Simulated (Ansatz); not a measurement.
Consider the silylene formation by 1,1-elimination: `C=N[SiH2]CF` → `C=NCF` + `[SiH2]`.

Computed with Ansatz on PBE0-D4/def2-TZVP structures; ΔE is electronic, products minus reactants. CBS: MP2 limit from def2 TZ/QZ plus the TZ coupled-cluster correction, frozen cores. This one scheme is used for every species. DFT in def2-TZVPP. B3LYP here is the variant with VWN-RPA as its local correlation; programs differ in this. HSE06 is defined as in plane-wave codes. Each species was taken in one conformer, which may not be the lowest.

```
             level  ΔE (kJ/mol)  difference from CCSD(T)/CBS
            PBE-D4        269.6                         -4.4
           BLYP-D4        260.3                        -13.7
         r2SCAN-D4        289.0                         15.0
            B97M-V        267.1                         -6.9
           PBE0-D4        278.6                          4.6
          B3LYP-D4        269.8                         -4.2
        r2SCANh-D4        289.8                         15.8
        r2SCAN0-D4        290.9                         16.9
          HSE06-D4        278.4                          4.4
      CAM-B3LYP-D4        275.5                          1.5
           ωB97X-V        280.1                          6.1
           ωB97M-V        269.7                         -4.3
            B2PLYP        269.2                         -4.8
               PBE        261.8                        -12.2
            revPBE        249.6                        -24.4
              BLYP        244.4                        -29.6
            r2SCAN        286.8                         12.8
              PBE0        271.7                         -2.3
             B3LYP        257.3                        -16.7
           r2SCANh        287.4                         13.4
           r2SCAN0        288.3                         14.3
             HSE06        271.9                         -2.1
             BHLYP        269.2                         -4.8
           LC-ωPBE        285.4                         11.4
RPA@PBE/def2-TZVPP        246.6                        -27.4
       HF/def2-SVP        234.9                        -39.1
      MP2/def2-SVP        257.4                        -16.6
     CCSD/def2-SVP        230.6                        -43.4
  CCSD(T)/def2-SVP        232.8                        -41.2
     HF/def2-TZVPP        257.4                        -16.6
    MP2/def2-TZVPP        286.6                         12.6
SCS-MP2/def2-TZVPP        275.2                          1.2
   CCSD/def2-TZVPP        260.4                        -13.6
CCSD(T)/def2-TZVPP        263.5                        -10.5
     HF/def2-QZVPP        259.3                        -14.7
    MP2/def2-QZVPP        293.3                         19.3
SCS-MP2/def2-QZVPP        282.1                          8.1
      HF/CBS(def2)        259.6                        -14.4
     MP2/CBS(def2)        297.1                         23.1
    CCSD/CBS(def2)        270.9                         -3.1
       CCSD(T)/CBS        274.0                            0
```

Largest T1 diagnostic among the species: 0.014.

The D4 term adds +12.5 kJ/mol with B3LYP and +6.9 kJ/mol with PBE0; it sums over pairs of atoms, weighted by their polarisabilities, and B3LYP, whose exchange is more repulsive, gets the larger term. At CCSD(T), def2-SVP lies −41.2 kJ/mol from the extrapolated value and def2-TZVPP −10.5 kJ/mol. From BLYP to BHLYP (50 % exact exchange), in def2-TZVPP and without D4, ΔE moves by +24.9 kJ/mol.

CCSD(T)/CBS has its own doubt, a few kJ/mol and more with outer-core shells, so smaller differences from it don't rank the levels.
